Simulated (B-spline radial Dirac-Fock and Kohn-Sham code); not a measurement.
The Sn-like isoelectronic sequence (50 electrons), Z = 63 to 70

These are calculated numbers from a radial atomic solver; the model is Dirac-Fock energy differences between relaxed states, corrected for Breit and QED terms. Binding energies in eV, tabulated ground configurations. The model has no electron correlation.

| ion | configuration | 1s | 2p3/2 | 3d5/2 | 4d3/2 | outermost level | NIST ionisation energy |
| --- | --- | --- | --- | --- | --- | --- | --- |
| Eu¹³⁺ | [Kr] 4d10 4f2 5s2 | 48798.6 | 7259.7 | 1417.5 | 407.5 | 256.5 (5s) | 263 ± 14 |
| Gd¹⁴⁺ | [Kr] 4d10 4f2 5s2 | 50557.6 | 7565.3 | 1511.3 | 450.2 | 284.9 (5s) | – |
| Tb¹⁵⁺ | [Kr] 4d10 4f4 | ? | ? | ? | ? | ? | ? |
| Dy¹⁶⁺ | [Kr] 4d10 4f4 | 54168.9 | 8172.9 | 1679.9 | 522.3 | 354.0 (4f) | 366 ± 19 |
| Ho¹⁷⁺ | [Kr] 4d10 4f4 | 56042.0 | 8498.2 | 1781.4 | 569.6 | 394.5 (4f) | 408 ± 20 |
| Er¹⁸⁺ | [Kr] 4d10 4f4 | 57954.2 | 8830.7 | 1886.0 | 618.7 | 436.8 (4f) | 450 ± 22 |
| Tm¹⁹⁺ | [Kr] 4d10 4f4 | 59906.7 | 9170.2 | 1993.8 | 669.7 | 480.9 (4f) | 496 ± 25 |
| Yb²⁰⁺ | [Kr] 4d10 4f4 | 61899.0 | 9516.9 | 2104.6 | 722.5 | 526.8 (4f) | 540 ± 30 |

Problem. Fill in the row of Tb¹⁵⁺.

Solution. 1s 52335.4, 2p3/2 7854.7, 3d5/2 1581.5, 4d3/2 476.8, outermost 315.4 (4f), NIST 325 ± 16 eV.

NIST's values are for the lowest levels; a dash marks a value that is missing or belongs to another shell. Their kind here: theoretical. Where a p, d or f shell is open in either ion the computed value averages over both j values and all terms, while the table refers to the lowest levels; that difference holds spin-orbit splitting (largest in heavy or highly charged ions), term energies where several electrons share open shells, and correlation, and it can reach 10 % or more.
